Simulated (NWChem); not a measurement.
Species: C5H5F; SMILES C#C[C@H]1C[C@H]1F

```xyz
11

C      0.4901     2.3961    -0.1632
C     -0.0597     1.3544     0.1202
C     -0.7170     0.1265     0.4706
C     -1.0786    -0.8833    -0.6123
C      0.0145    -1.1844     0.3391
F      1.2824    -1.1628    -0.1186
H      0.9818     3.3169    -0.4165
H     -1.4041     0.2004     1.3210
H     -2.0280    -1.4173    -0.5270
H     -0.7751    -0.6189    -1.6279
H     -0.1282    -1.9342     1.1244
```
Atoms are numbered in this order, from 1.

Level: PBE0/def2-SVP (NWChem), optimised geometry, unscaled harmonic frequencies. 

**Question.** List the harmonic frequencies with IR intensities, and the thermochemistry.

**Answer.** 
| frequency (cm⁻¹) | IR intensity (km/mol) |
|---|---|
| 135 | 2.0 |
| 198 | 3.5 |
| 357 | 3.6 |
| 403 | 1.0 |
| 531 | 7.6 |
| 649 | 10.9 |
| 667 | 42.7 |
| 713 | 35.9 |
| 776 | 6.3 |
| 808 | 16.2 |
| 859 | 6.8 |
| 1022 | 24.8 |
| 1025 | 15.1 |
| 1085 | 18.4 |
| 1111 | 1.3 |
| 1116 | 6.5 |
| 1176 | 14.5 |
| 1256 | 37.9 |
| 1371 | 3.5 |
| 1396 | 15.5 |
| 1495 | 51.1 |
| 2252 | 14.2 |
| 3163 | 1.0 |
| 3169 | 0.7 |
| 3188 | 14.4 |
| 3271 | 1.3 |
| 3492 | 85.9 |

| Quantity | Value |
|---|---|
| zero-point energy | 52.4 kcal/mol |
| thermal correction to the enthalpy at 298.15 K (with zero-point energy) | 56.6 kcal/mol |
| heat capacity Cv | 20.7 cal/(mol K) |
| entropy at 298.15 K and 1 atm (symmetry number 1) | 75.4 cal/(mol K) |
| dipole moment | 1.80 D |

Rigid rotor and harmonic oscillator.
